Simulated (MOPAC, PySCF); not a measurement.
H6InN3, SMILES `[NH2][In]([NH2])[NH2]`, neutral singlet in the gas phase. 

Cartesian coordinates (Å):
```xyz
10

N     -0.5209     1.8988    -0.4492
In     0.0023    -0.0003    -0.0171
N     -1.4287    -1.3731     0.3592
N      1.9377    -0.5632    -0.0820
H     -1.4318     2.2256    -0.1678
H      0.1565     2.6339    -0.3224
H     -2.3669    -1.1884     0.0402
H     -1.2105    -2.3463     0.2129
H      2.2080    -1.4194     0.3757
H      2.6544     0.1325     0.0507
```
Charge 0, multiplicity 1.

All levels are single points at this geometry (CAM-B3LYP-D3(BJ)/def2-TZVP); Pople sets use spherical d functions. Orbital energies aren't observables, and empty levels follow the basis.

| level | HOMO (eV) | LUMO (eV) | gap (eV) | dipole (D) | vertical IE, Delta-SCF (eV) |
|---|---|---|---|---|---|
| CAM-B3LYP-D3(BJ)/def2-TZVP in PySCF | -8.10 | 0.31 | 8.40 | 0.84 | 8.93 |
| PBE-D3(BJ)/def2-TZVP in PySCF | -5.26 | -1.43 | 3.82 | 0.74 | – |
| TPSSh-D3(BJ)/def2-TZVP in PySCF | -5.87 | -0.92 | 4.95 | 0.77 | – |
| B3LYP/6-311+G** (LANL2DZ on In) in PySCF | -6.53 | -0.88 | 5.65 | 0.86 | – |
| B3LYP/6-31G* (LANL2DZ on In) in PySCF | -5.91 | -0.04 | 5.87 | 0.93 | 8.26 |
| B3LYP/LANL2DZ in PySCF | -6.07 | -0.17 | 5.90 | 1.16 | – |
| M06-2X/6-31G* (LANL2DZ on In) in PySCF | -7.63 | 0.96 | 8.59 | 0.99 | – |
| PBE/6-31G* (LANL2DZ on In) in PySCF | -4.74 | -0.72 | 4.01 | 0.87 | – |
| HF/6-31G* (LANL2DZ on In) in PySCF | -9.87 | 2.84 | 12.71 | 1.10 | – |
| AM1 in MOPAC | -9.26 | -0.75 | 8.51 | 0.89 | – |
| PM3 in MOPAC | -9.01 | -1.51 | 7.50 | 0.66 | – |
| PM6 in MOPAC | -9.26 | 0.91 | 10.17 | 1.34 | – |
| PM7 in MOPAC | -8.90 | -0.08 | 8.82 | 1.25 | – |
